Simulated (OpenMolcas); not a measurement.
Sc III: effect of the IPEA shift

* Program: OpenMolcas 26.06
* Basis: ANO-RCC-VQZP [7s6p4d3f2g1h]
* Scalar Hamiltonian: DKH2, point nucleus
* Active space: 1 electron in 6 orbitals (3d 4s)
* State averaging: 2S+1 = 2 even, 6 roots
* Spin-orbit coupling: RASSI with atomic mean-field integrals over the reference wave functions, term energies averaged over their components

Methods on the same reference wave functions:
A. CASSCF
B. SS-CASPT2, IPEA 0.25 Eh, imaginary shift 0.1 Eh (closed shells correlated: 3s 3p)
C. SS-CASPT2, IPEA 0.5 Eh, imaginary shift 0.1 Eh (closed shells correlated: 3s 3p)

Energies in cm-1 above 3d 2D 3/2, the measured ground level; measured values from Sugar and Corliss, J. Phys. Chem. Ref. Data 9, 473 (1980).

```tsv
Level	A	B	C	Measured
3d 2D 3/2	0.0	0.0	0.0	0.0
3d 2D 5/2	206	206	206	198
4s 2S 1/2	25600	26000	26070	25539
```

Deviations, from unrounded energies. A percentage is the sum of absolute deviations over the sum of measured energies, with the sign that they share, or ± where signs differ.

```csv
Against measurement,Levels,A,B,C
mean absolute deviation (cm-1),2,35,230,270
fine structure of the ground term (%),1,+4.3,+4.3,+4.3
other configurations (%),1,+0.2,+1.8,+2.1
```

A lies closest to measurement on these levels and C furthest from it. The largest miss of A in the table is 4s 2S 1/2, by +61 cm-1. The ranking rests on the paired levels alone, and a cruder setting can come out closer through cancelling errors.

Between B and C the level of the table that moves most is 4s 2S 1/2, by 68 cm-1 (lowest in B, highest in C). Moves below CASPT2's spread within the term are not significant.

The mean deviations of B to C differ by less than CASPT2's widest spread within a term (170 cm-1), so their order carries little weight.

The lowest spin-free term lies below A's lowest term by 0.295 hartree in B, 0.293 hartree in C.

Term energies are means over components that CASPT2 splits; among the terms shown or strongly mixed into the levels shown the widest spread is 170 cm-1 (3d 2D, C). With one active electron the reference holds no correlation, so core polarisation is missing (holds for A). With one active electron, CASPT2 adds the correlation within the correlated inactive shells and between them and that electron, and leaves the splitting within a term as the reference gives it (holds for B; C). Computed and measured levels are paired by configuration, term and J; levels that our copy of the source lacks, or whose pairing is in doubt (as where it misses far off the trend of its configuration), stay unpaired and out of the deviations. Levels of configurations outside the active space are missing.
